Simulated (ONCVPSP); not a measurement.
# Before and after: ONCV potential for He

```json
{
 "Element": "helium (He)",
 "Generator": "ONCVPSP 4.0.1",
 "Type": "optimised norm-conserving Vanderbilt (ONCV)",
 "Functional": "PBE",
 "Relativity": "scalar-relativistic",
 "Frozen core": "none",
 "Valence charge": "2",
 "Reference configuration": "1s2",
 "Partial waves": "1s: rc 0.55 bohr, ncon 4, nbas 9, qcut 15.4 1/bohr, 2 projectors, debl 1.8 Ha; p scattering state at 0.03 Ha: rc 0.50 bohr, ncon 4, nbas 7, qcut 16.4 1/bohr, 2 projectors, debl 1.1 Ha",
 "Local potential": "polynomial inside 0.40 bohr (lpopt 2, dvloc0 0 Ha)",
 "Core correction": "none"
}
```

All-electron outer shells of the reference configuration (PBE, scalar-relativistic, ld1.x):

```tsv
shell	level (eV)	outermost node (bohr)	outermost maximum (bohr)
1s	-15.76	–	0.56
```

Change: s: rc 0.38; local potential polynomial inside 0.38 bohr (lpopt 2, dvloc0 0 Ha).

Cutoffs: the cutoffs (Ha) at which the residual kinetic energy of the hardest occupied pseudo-wave falls to 1 and 0.1 mHa per electron; they do not see the model core or the augmentation charge, which bear on the density cutoff. Errors are all-electron minus pseudo energies relative to the spin-unpolarised reference configuration.

Problem. How do hardness, ghosts and transferability respond?

Solution. The potential gets harder (80 Ha and 107 Ha → 117 Ha and 864 Ha); neither file shows a bound ghost. A smaller radius makes the pseudo-wave follow the all-electron one further in, where it bends more sharply, so more plane waves are needed.

```csv
quantity,base,changed
"cutoff, loose",80 Ha,117 Ha
"cutoff, tight",107 Ha,864 Ha
bound ghosts,none,none
GHOST(+) flags under 300 eV,none,none
"error for 1s1, meV [ΔE 26.96 eV]",+4.7,-0.1
"error for 1s1.5, meV [ΔE 10.55 eV]",+0.4,-0.5
p: phases at 0.51 bohr within 0.05 rad from the reference energy up to (Ha; the scan ends near 5),to the end of the scan,to the end of the scan
```
